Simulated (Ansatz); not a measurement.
Ansatz results at the PBE0-D4/def2-TZVP geometry: LUMO energy (PBE/def2-TZVPP) -1.22 eV; HOMO energy (ωB97M-V/def2-TZVPP) -9.75 eV; HOMO energy (PBE0/def2-TZVPP) -7.56 eV.

Each molecule was computed in one conformer, which needn't be the lowest.

**Question.** Which molecule gave them?
A. `CS[SiH](F)Cl`
B. `FC[SiH](S)Cl`
C. `C[SiH2]O`
D. `CO[SiH](N)Br`

**Answer.** A. The others give `CO[SiH](N)Br`: -0.08, -10.27, -7.93; `FC[SiH](S)Cl`: -1.15, -10.22, -8.01; `C[SiH2]O`: -0.40, -10.73, -8.42.
